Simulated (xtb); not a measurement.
hexafluoroethane (C2F6), singlet, geometry from GFN2-xTB; GFN2-xTB run with xtb 6.7.1.

Input for xtb:
```
$ xtb coord --gfn 2 --json

# file coord
$coord
      2.6533930053      -0.5344892300      -1.9300005158  f
      1.4496569092      -0.1165742567       0.2314557344  c
      2.3497622807       1.9946001798       1.2454968892  f
      1.9396385537      -2.0184161525       1.7930068802  f
     -1.4496569092       0.1165742567      -0.2314557344  c
     -1.9396385537       2.0184161525      -1.7930068802  f
     -2.3497622807      -1.9946001798      -1.2454968892  f
     -2.6533930053       0.5344892300       1.9300005158  f
$end
```

**Question.** Predict the main parts of the log of this xtb run.

**Answer.** 
```
   ID    Z sym.   atoms
    1    9 f      1, 3, 4, 6-8
    2    6 c      2, 5

           -------------------------------------------------
          |                Calculation Setup                |
           -------------------------------------------------

           -------------------------------------------------
          |                 G F N 2 - x T B                 |
           -------------------------------------------------

          ...................................................
          :                      SETUP                      :
          :.................................................:
          :  # basis functions                  32          :
          :  # atomic orbitals                  32          :
          :  # shells                           16          :
          :  # electrons                        50          :
          :  max. iterations                   250          :
          :  Hamiltonian                  GFN2-xTB          :
          :  restarted?                      false          :
          :  GBSA solvation                  false          :
          :  PC potential                    false          :
          :  electronic temp.          300.0000000     K    :
          :  accuracy                    1.0000000          :
          :  -> integral cutoff          0.2500000E+02      :
          :  -> integral neglect         0.1000000E-07      :
          :  -> SCF convergence          0.1000000E-05 Eh   :
          :  -> wf. convergence          0.1000000E-03 e    :
          :  Broyden damping             0.4000000          :
          :  net charge                          0          :
          :  unpaired electrons                  0          :
          ...................................................

 iter      E             dE          RMSdq      gap      omega  full diag
   1    -32.6763914 -0.326764E+02  0.554E+00   13.60       0.0  T
   2    -32.7434382 -0.670468E-01  0.278E+00   12.55       1.0  T
   3    -32.7451642 -0.172602E-02  0.145E+00   12.89       1.0  T
   4    -32.7455779 -0.413697E-03  0.315E-02   12.92       1.1  T
   5    -32.7455811 -0.315420E-05  0.145E-02   12.91       2.4  T
   6    -32.7455819 -0.839770E-06  0.120E-03   12.92      29.5  T
   7    -32.7455819 -0.994657E-08  0.119E-04   12.92     296.3  T
   8    -32.7455819 -0.217284E-10  0.806E-06   12.92    4389.0  T

   *** convergence criteria satisfied after 8 iterations ***

         :::::::::::::::::::::::::::::::::::::::::::::::::::::
         ::                     SUMMARY                     ::
         :::::::::::::::::::::::::::::::::::::::::::::::::::::
         :: total energy             -32.663465541340 Eh    ::
         :: gradient norm              0.000059836199 Eh/a0 ::
         :: HOMO-LUMO gap             12.915895357777 eV    ::
         ::.................................................::
         :: SCC energy               -32.745580881396 Eh    ::
         :: -> isotropic ES            0.081915748084 Eh    ::
         :: -> anisotropic ES          0.008347869892 Eh    ::
         :: -> anisotropic XC         -0.043344495017 Eh    ::
         :: -> dispersion             -0.004105628451 Eh    ::
         :: repulsion energy           0.082115340055 Eh    ::
         :: add. restraining           0.000000000000 Eh    ::
         :: total charge               0.000000000000 e     ::
         :::::::::::::::::::::::::::::::::::::::::::::::::::::

           -------------------------------------------------
          |                Property Printout                |
           -------------------------------------------------

    * Orbital Energies and Occupations

         #    Occupation            Energy/Eh            Energy/eV
      -------------------------------------------------------------
         1        2.0000           -0.9450985             -25.7174
       ...           ...                  ...                  ...
        13        2.0000           -0.6749672             -18.3668
        14        2.0000           -0.6255726             -17.0227
        15        2.0000           -0.6065297             -16.5045
        16        2.0000           -0.6065297             -16.5045
        17        2.0000           -0.6064710             -16.5029
        18        2.0000           -0.6064710             -16.5029
        19        2.0000           -0.5946694             -16.1818
        20        2.0000           -0.5940638             -16.1653
        21        2.0000           -0.5940638             -16.1653
        22        2.0000           -0.5936378             -16.1537
        23        2.0000           -0.5936178             -16.1532
        24        2.0000           -0.5936178             -16.1532
        25        2.0000           -0.5408934             -14.7185 (HOMO)
        26                         -0.0662430              -1.8026 (LUMO)
        27                         -0.0455865              -1.2405
        28                         -0.0455865              -1.2405
        29                          0.0568279               1.5464
        30                          0.0681099               1.8534
        31                          0.1265624               3.4439
        32                          0.1265624               3.4439
      -------------------------------------------------------------
                  HL-Gap            0.4746504 Eh           12.9159 eV
             Fermi-level           -0.3035682 Eh           -8.2605 eV

     #   Z          covCN         q      C6AA      α(0)
     1   9 f        0.791    -0.161    10.838     3.889
     2   6 c        3.327     0.482    17.455     6.636
     3   9 f        0.791    -0.161    10.838     3.889
     4   9 f        0.791    -0.161    10.838     3.889
     5   6 c        3.327     0.482    17.455     6.636
     6   9 f        0.791    -0.161    10.838     3.889
     7   9 f        0.791    -0.161    10.838     3.889
     8   9 f        0.791    -0.161    10.838     3.889

 Mol. C6AA /au·bohr⁶  :        779.641179
 Mol. C8AA /au·bohr⁸  :      15806.659313
 Mol. α(0) /au        :         36.603890

Wiberg/Mayer (AO) data.
largest (>0.10) Wiberg bond orders for each atom

 ---------------------------------------------------------------------------
     #   Z sym  total        # sym  WBO       # sym  WBO       # sym  WBO
 ---------------------------------------------------------------------------
     1   9 f    1.112 --     2 c    0.977
     2   6 c    3.880 --     4 f    0.977     1 f    0.977     3 f    0.977
                             5 c    0.875
     3   9 f    1.112 --     2 c    0.977
     4   9 f    1.112 --     2 c    0.977
     5   6 c    3.880 --     6 f    0.977     8 f    0.977     7 f    0.977
                             2 c    0.875
     6   9 f    1.112 --     5 c    0.977
     7   9 f    1.112 --     5 c    0.977
     8   9 f    1.112 --     5 c    0.977
 ---------------------------------------------------------------------------

Topologies differ in total number of bonds
Writing topology from bond orders to xtbtopo.mol

molecular dipole:
                 x           y           z       tot (Debye)
 q only:       -0.000       0.000       0.000
   full:       -0.000       0.000       0.000       0.000
molecular quadrupole (traceless):
                xx          xy          yy          xz          yz          zz
 q only:       -0.548       0.067       0.282      -0.133       0.011       0.266
  q+dip:        1.122      -0.137      -0.577       0.273      -0.022      -0.544
   full:        0.450      -0.055      -0.231       0.109      -0.009      -0.218

           -------------------------------------------------
          | TOTAL ENERGY              -32.663465541340 Eh   |
          | GRADIENT NORM               0.000059836199 Eh/α |
          | HOMO-LUMO GAP              12.915895357777 eV   |
           -------------------------------------------------

normal termination of xtb
```
